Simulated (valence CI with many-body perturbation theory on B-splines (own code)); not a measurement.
**Eu²⁴⁺: M1 decay**

Method: valence CI with perturbative core correlation (CI+MBPT): three valence electrons over a frozen Dirac-Fock core [Kr], radial functions for each j: 7 s, 7 p, 8 d, 6 f, 4 g, 1 h, with the one-electron correlation potential Σ1 (screened to all orders), the two-electron term Σ2, the three-electron term Σ3, Breit, model QED; selected single and double excitations, second order for the rest, scaled by the run's own slope (own B-spline code, finite nucleus).

No measured spectrum was set against this ion. As an estimate, terms of the open shell hold to 2 to 4 % of their energy, and close levels can change places. The list stops below the first excitations out of the core.

Lines 1 to 50 of 67 in falling wavelength, among levels below 91.715 eV, chosen from the decays that carry over 1 % of a level's rate. Wavelengths and rates use the calculated energies, so an error of 3000 cm⁻¹ moves a line at 17060 Å by 51 % and its rate by three times that or more. S is in atomic units (e²a₀⁴ for E2 and M2, e²a₀⁶ for E3), for M1 in squared Bohr magnetons. Weak lines are less certain than strong ones. Lines between different terms over intervals too small for the method are left out, as are lines whose strength nearly cancels. Where a level lies close to another of its J and parity, the split of strength between their lines is uncertain. The highest levels of a list are the least certain.

Levels are named by their leading jj configuration (3d3/2^4 stands for four electrons in 3d with j = 3/2), which in mixed levels can hold well under half, so a name can repeat and another be missing. Letters in brackets count levels of one name in rising energy.

| λ vac (Å) | Upper | Lower | Type | A (s⁻¹) | S (a.u.) |
| --- | --- | --- | --- | --- | --- |
| 17060 | (4d3/2^2 4d5/2) J=9/2 | (4d3/2^2 4d5/2) J=7/2 | M1 | 2.23e+00 | 4.10e+00 |
| 10240 | (4d3/2^2 4d5/2) J=1/2 | (4d3/2^2 4d5/2) J=3/2 | M1 | 2.31e+01 | 1.84e+00 |
| 5489 | (4d3/2^2 4d5/2) J=3/2 | (4d3/2^2 4d5/2) J=5/2 [a] | M1 | 5.07e+01 | 1.24e+00 |
| 5106 | (4d3/2^2 4d5/2) J=7/2 | (4d3/2^2 4d5/2) J=5/2 [a] | M1 | 1.80e+02 | 7.11e+00 |
| 4250 | (4d3/2 4d5/2^2) J=11/2 | (4d3/2 4d5/2^2) J=9/2 | M1 | 7.62e+01 | 2.60e+00 |
| 3821 | (4d3/2 4d5/2^2) J=5/2 [b] | (4d3/2 4d5/2^2) J=3/2 [a] | M1 | 8.27e+01 | 1.03e+00 |
| 2687 | (4d3/2 4d5/2^2) J=5/2 [a] | (4d3/2 4d5/2^2) J=7/2 [a] | M1 | 1.20e+02 | 5.18e-01 |
| 2657 | (4d5/2^3) J=9/2 | (4d3/2 4d5/2^2) J=11/2 | M1 | 1.62e+02 | 1.13e+00 |
| 2623 | (4d3/2 4d5/2^2) J=3/2 [b] | (4d5/2^3) J=3/2 | M1 | 1.29e+02 | 3.45e-01 |
| 2596 | (4d3/2 4d5/2^2) J=5/2 [a] | (4d3/2^2 4d5/2) J=5/2 [b] | M1 | 6.24e+01 | 2.43e-01 |
| 2492 | (4d3/2^2 4d5/2) J=5/2 [a] | (4d3/2^3) J=3/2 | M1 | 2.01e+03 | 6.93e+00 |
| 2269 | (4d3/2^2 4d5/2) J=5/2 [b] | (4d3/2^2 4d5/2) J=7/2 | M1 | 6.90e+01 | 1.79e-01 |
| 2204 | (4d3/2 4d5/2^2) J=7/2 [a] | (4d3/2^2 4d5/2) J=7/2 | M1 | 9.70e+02 | 3.08e+00 |
| 2200 | (4d3/2^2 4d5/2) J=5/2 [b] | (4d3/2^2 4d5/2) J=3/2 | M1 | 7.30e+02 | 1.73e+00 |
| 2184 | (4d3/2 4d5/2^2) J=5/2 [b] | (4d3/2^2 4d5/2) J=5/2 [b] | M1 | 1.02e+03 | 2.36e+00 |
| 2178 | (4d3/2 4d5/2^2) J=9/2 | (4d3/2^2 4d5/2) J=9/2 | M1 | 1.65e+03 | 6.33e+00 |
| 1951 | (4d5/2^3) J=3/2 | (4d3/2 4d5/2^2) J=1/2 | M1 | 9.23e+02 | 1.02e+00 |
| 1938 | (4d3/2 4d5/2^2) J=7/2 [b] | (4d3/2 4d5/2^2) J=7/2 [a] | M1 | 2.63e+02 | 5.68e-01 |
| 1931 | (4d3/2 4d5/2^2) J=9/2 | (4d3/2^2 4d5/2) J=7/2 | M1 | 1.23e+03 | 3.29e+00 |
| 1892 | (4d5/2^3) J=5/2 | (4d5/2^3) J=3/2 | M1 | 2.48e+02 | 3.73e-01 |
| 1890 | (4d3/2 4d5/2^2) J=7/2 [b] | (4d3/2^2 4d5/2) J=5/2 [b] | M1 | 9.64e+01 | 1.93e-01 |
| 1809 | (4d3/2 4d5/2^2) J=3/2 [a] | (4d3/2^2 4d5/2) J=1/2 | M1 | 7.41e+02 | 6.50e-01 |
| 1747 | (4d5/2^3) J=3/2 | (4d3/2 4d5/2^2) J=3/2 [a] | M1 | 1.62e+03 | 1.28e+00 |
| 1714 | (4d3/2^2 4d5/2) J=3/2 | (4d3/2^3) J=3/2 | M1 | 1.95e+03 | 1.46e+00 |
| 1635 | (4d5/2^3) J=9/2 | (4d3/2 4d5/2^2) J=9/2 | M1 | 2.96e+03 | 4.79e+00 |
| 1632 | (4d3/2 4d5/2^2) J=1/2 | (4d3/2^2 4d5/2) J=1/2 | M1 | 4.21e+03 | 1.36e+00 |
| 1571 | (4d3/2^2 4d5/2) J=5/2 [b] | (4d3/2^2 4d5/2) J=5/2 [a] | M1 | 1.33e+02 | 1.15e-01 |
| 1539 | (4d3/2 4d5/2^2) J=7/2 [a] | (4d3/2^2 4d5/2) J=5/2 [a] | M1 | 4.12e+03 | 4.46e+00 |
| 1537 | (4d3/2 4d5/2^2) J=3/2 [a] | (4d3/2^2 4d5/2) J=3/2 | M1 | 4.29e+03 | 2.31e+00 |
| 1480 | (4d5/2^3) J=9/2 | (4d3/2 4d5/2^2) J=7/2 [a] | M1 | 3.81e+03 | 4.58e+00 |
| 1468 | (4d3/2^2 4d5/2) J=1/2 | (4d3/2^3) J=3/2 | M1 | 6.62e+02 | 1.55e-01 |
| 1440 | (4d3/2 4d5/2^2) J=11/2 | (4d3/2^2 4d5/2) J=9/2 | M1 | 1.31e+03 | 1.74e+00 |
| 1408 | (4d3/2 4d5/2^2) J=1/2 | (4d3/2^2 4d5/2) J=3/2 | M1 | 1.56e+02 | 3.23e-02 |
| 1308 | (4d3/2 4d5/2^2) J=3/2 [b] | (4d3/2 4d5/2^2) J=5/2 [a] | M1 | 3.37e+03 | 1.12e+00 |
| 1302 | (4d5/2^3) J=5/2 | (4d3/2 4d5/2^2) J=7/2 [b] | M1 | 1.37e+03 | 6.72e-01 |
| 1301 | (4d5/2^3) J=3/2 | (4d3/2^2 4d5/2) J=5/2 [b] | M1 | 2.57e+03 | 8.39e-01 |
| 1211 | (4d3/2 4d5/2^2) J=5/2 [a] | (4d3/2^2 4d5/2) J=7/2 | M1 | 8.40e+02 | 3.31e-01 |
| 1201 | (4d3/2 4d5/2^2) J=3/2 [a] | (4d3/2^2 4d5/2) J=5/2 [a] | M1 | 2.47e+03 | 6.34e-01 |
| 1192 | (4d5/2^3) J=5/2 | (4d3/2 4d5/2^2) J=5/2 [b] | M1 | 3.61e+03 | 1.36e+00 |
| 1191 | (4d3/2 4d5/2^2) J=5/2 [a] | (4d3/2^2 4d5/2) J=3/2 | M1 | 1.50e+03 | 5.63e-01 |
| 1119 | (4d3/2 4d5/2^2) J=3/2 [b] | (4d3/2 4d5/2^2) J=1/2 | M1 | 9.18e+02 | 1.91e-01 |
| 1113 | (4d3/2 4d5/2^2) J=5/2 [b] | (4d3/2^2 4d5/2) J=7/2 | M1 | 1.05e+03 | 3.23e-01 |
| 1097 | (4d3/2 4d5/2^2) J=7/2 [b] | (4d3/2^2 4d5/2) J=9/2 | M1 | 9.04e+02 | 3.54e-01 |
| 1097 | (4d5/2^3) J=5/2 | (4d3/2 4d5/2^2) J=5/2 [a] | M1 | 8.35e+02 | 2.45e-01 |
| 1096 | (4d3/2 4d5/2^2) J=5/2 [b] | (4d3/2^2 4d5/2) J=3/2 | M1 | 1.96e+02 | 5.73e-02 |
| 1049 | (4d3/2 4d5/2^2) J=3/2 [b] | (4d3/2 4d5/2^2) J=3/2 [a] | M1 | 1.73e+03 | 2.95e-01 |
| 1031 | (4d3/2 4d5/2^2) J=7/2 [b] | (4d3/2^2 4d5/2) J=7/2 | M1 | 5.95e+02 | 1.93e-01 |
| 978.7 | (4d3/2 4d5/2^2) J=5/2 [a] | (4d3/2^2 4d5/2) J=5/2 [a] | M1 | 3.83e+02 | 7.98e-02 |
| 963.5 | (4d3/2^2 4d5/2) J=5/2 [b] | (4d3/2^3) J=3/2 | M1 | 2.04e+02 | 4.06e-02 |
| 913.7 | (4d3/2 4d5/2^2) J=5/2 [b] | (4d3/2^2 4d5/2) J=5/2 [a] | M1 | 9.86e+01 | 1.67e-02 |
